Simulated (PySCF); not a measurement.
Species: C8H5Cl.
InChI=1S/C8H5Cl/c1-2-7-5-3-4-6-8(7)9/h1,3-6H

Method: PySCF 2.14.0, B3LYP/def2-SV(P) geometry optimisation, gas phase.

Masses are those of the commonest isotopes; rigid-rotor values at the optimised geometry. 

Task: What are A, B and C (MHz)?

Result: Ia = 260.47, Ib = 370.43, Ic = 630.91 u·Å²; 505379 MHz·u·Å²/I gives A = 1940, B = 1364, C = 801.0 MHz.

Task: What kind of rotor is it?

Result: An asymmetric top: κ = (2 × 1364 − 1940 − 801.0)/(1940 − 801.0) = -0.01.

Task: Is it planar, by Δ = Ic − Ia − Ib?

Result: Planar: Δ = Ic − Ia − Ib = 0.00 u·Å². For a rigid frame Δ = −2 Σ m c², so it vanishes when all atoms lie in the ab plane; here none is more than 0.01 Å from it.

Task: Give the coordinates in the principal-axis frame, origin at the centre of mass.

Result: The sense of each axis is arbitrary; atoms in the order of the calculation.
```
atom  mass (u)   a (Å)   b (Å)   c (Å)
  C1    12.000   2.350  -2.086  -0.001
  C2    12.000   1.301  -1.476   0.000
  C3    12.000   0.045  -0.790   0.000
  C4    12.000  -1.162  -1.522   0.001
  C5    12.000  -2.398  -0.877   0.001
  C6    12.000  -2.455   0.521  -0.001
  C7    12.000  -1.276   1.270  -0.001
  C8    12.000  -0.038   0.622  -0.001
 Cl9    34.969   1.415   1.584   0.001
 H10     1.008   3.285  -2.616  -0.002
 H11     1.008  -1.107  -2.613   0.003
 H12     1.008  -3.319  -1.467   0.003
 H13     1.008  -3.421   1.035  -0.001
 H14     1.008  -1.304   2.362  -0.002
```

Task: Which lines would a microwave search look for?

Result: The dipole components are |μa| = 1.44 D, |μb| = 0.53 D, |μc| = 0.00 D; the mirror of this Cs structure is the ab plane, so μc vanishes by symmetry and there are no c-type lines. The squared components, which scale the intensities, stand as 1.00 : 0.13 (a : b). Some lines, for components of 0.1 D or more:

```json
{"type": "a", "branch": "Q", "J(Ka,Kc)": "4(3,1) ← 4(3,2)", "MHz": "501", "lower level (cm⁻¹)": "0.996"}
{"type": "a", "branch": "Q", "J(Ka,Kc)": "1(1,0) ← 1(1,1)", "MHz": "563", "lower level (cm⁻¹)": "0.091"}
{"type": "a", "branch": "Q", "J(Ka,Kc)": "3(1,2) ← 3(1,3)", "MHz": "3296", "lower level (cm⁻¹)": "0.401"}
{"type": "b", "branch": "Q", "J(Ka,Kc)": "3(1,2) ← 3(0,3)", "MHz": "3386", "lower level (cm⁻¹)": "0.398"}
{"type": "b", "branch": "Q", "J(Ka,Kc)": "2(2,1) ← 2(1,2)", "MHz": "3418", "lower level (cm⁻¹)": "0.217"}
{"type": "a", "branch": "R", "J(Ka,Kc)": "2(1,1) ← 1(1,0)", "MHz": "4894", "lower level (cm⁻¹)": "0.110"}
{"type": "b", "branch": "Q", "J(Ka,Kc)": "4(4,0) ← 4(3,1)", "MHz": "5245", "lower level (cm⁻¹)": "1.013"}
{"type": "a", "branch": "R", "J(Ka,Kc)": "3(1,3) ← 2(1,2)", "MHz": "5514", "lower level (cm⁻¹)": "0.217"}
{"type": "b", "branch": "Q", "J(Ka,Kc)": "4(4,1) ← 4(3,2)", "MHz": "5723", "lower level (cm⁻¹)": "0.996"}
{"type": "a", "branch": "R", "J(Ka,Kc)": "3(2,2) ← 2(2,1)", "MHz": "6496", "lower level (cm⁻¹)": "0.331"}
{"type": "b", "branch": "R", "J(Ka,Kc)": "4(1,3) ← 3(2,2)", "MHz": "7913", "lower level (cm⁻¹)": "0.548"}
{"type": "a", "branch": "R", "J(Ka,Kc)": "4(2,2) ← 3(2,1)", "MHz": "9843", "lower level (cm⁻¹)": "0.583"}
```

Task: Estimate the classical rotational partition function at 50 K, 100 K and 298.15 K.

Result: Point group Cs, symmetry number σ = 1; q = (√π/σ)·√((kT/h)³/(ABC)), k/h = 20836.6 MHz/K: 40900 at 50 K, 116000 at 100 K, 596000 at 298.15 K.

No frequency check. Zero-point vibration and centrifugal distortion are left out. Quadrupole hyperfine structure (35Cl) is left out.

Hardware: one thread, Arm Neoverse V1 (aarch64), on a shared host. Cost: 46 s wall, 0.63 GiB resident at most. This is the geometry optimisation.
